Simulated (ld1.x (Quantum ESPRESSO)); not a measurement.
**What one change does to a pseudopotential (Ga, TM)**

* Element: Ga
* Generator: ld1.x (Quantum ESPRESSO) 7.5
* Type: norm-conserving Troullier–Martins (Kleinman–Bylander form)
* Functional: PBE
* Relativity: scalar-relativistic
* Frozen core: [Ar] 3d10
* Valence charge: 3
* Reference configuration: 4s1.5 4p0 (charge +1.5)
* Partial waves: 4s (bound): rc 1.50 bohr; 4p (bound, empty): rc 1.60 bohr
* Local potential: all-electron potential smoothed inside 1.45 bohr (lloc = -1)
* Core correction: Bessel-smoothed model core, default radius (core density twice the valence density)

Change: wave 4s (bound): rc 1.50 bohr becomes 4s (bound): rc 1.84 bohr.

Cutoffs: the cutoffs (Ry, on a coarse ladder) from which the occupation-weighted sum of valence levels, in a spherical-Bessel basis at the reference potential, stays within 10 and 1 mRy of its value at 400 Ry; they do not see the model core or the augmentation charge, which bear on the density cutoff. Errors are all-electron minus pseudo energies relative to the spin-unpolarised reference configuration.

Problem. What does the change do?

Solution. The potential gets softer (15 Ry and 55 Ry → 15 Ry and 35 Ry); the errors of the 7 common tests hardly move; neither file shows a bound ghost. A larger radius leaves more room for a smooth pseudo-wave, so fewer plane waves are needed.

```tsv
quantity	base	changed
cutoff, loose	15 Ry	15 Ry
cutoff, tight	55 Ry	35 Ry
bound ghosts	none	none
error for 4s2 4p1, meV [ΔE -15.03 eV]	-42	-43
error for 4s2 4p0, meV [ΔE -9.35 eV]	-16	-16
error for 4s1 4p0, meV [ΔE 11.78 eV]	-25	-26
error for 4s0 4p3, meV [ΔE -1.66 eV]	-7.6	-7.0
error for 4s2 4p0.5, meV [ΔE -13.00 eV]	-31	-32
error for 4s1 4p2, meV [ΔE -8.50 eV]	-11	-11
error for 4s2 4p1.3, meV [ΔE -15.57 eV]	-44	-45
```
